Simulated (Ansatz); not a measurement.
One change: `[NH2][Al]([NH2])[Cl]` becomes `[NH2][Al]([NH2])[F]`.

Ansatz, PBE0-D4/def2-TZVP geometries, multiplicity 1. Each molecule was computed in one conformer, which needn't be the lowest.

| property | `[NH2][Al]([NH2])[Cl]` |
| --- | --- |
| HOMO–LUMO gap (PBE0/def2-TZVPP) / eV | 7.18 |
| HOMO energy (PBE0/def2-TZVPP) / eV | -7.26 |
| LUMO energy (ωB97M-V/def2-TZVPP) / eV | 1.42 |
| ideal-gas entropy at 298 K and 1 bar (rigid rotor, harmonic PBE0-D4/def2-TZVP) / J/(mol·K) | 327 |
| zero-point energy (PBE0-D4/def2-TZVP) / kJ/mol | 138.8 |
| LUMO energy (PBE/def2-TZVPP) / eV | -0.90 |

**Question.** Give the same properties after the change, and the shifts. (Best estimate.)

**Answer.** The calculation gave: 
| property | `[NH2][Al]([NH2])[F]` | shift |
| --- | --- | --- |
| HOMO–LUMO gap (PBE0/def2-TZVPP) / eV | 7.11 | -0.07 |
| HOMO energy (PBE0/def2-TZVPP) / eV | -7.20 | 0.06 |
| LUMO energy (ωB97M-V/def2-TZVPP) / eV | 1.40 | -0.02 |
| ideal-gas entropy at 298 K and 1 bar (rigid rotor, harmonic PBE0-D4/def2-TZVP) / J/(mol·K) | 316 | -11 |
| zero-point energy (PBE0-D4/def2-TZVP) / kJ/mol | 141.2 | 2.4 |
| LUMO energy (PBE/def2-TZVPP) / eV | -0.91 | -0.01 |
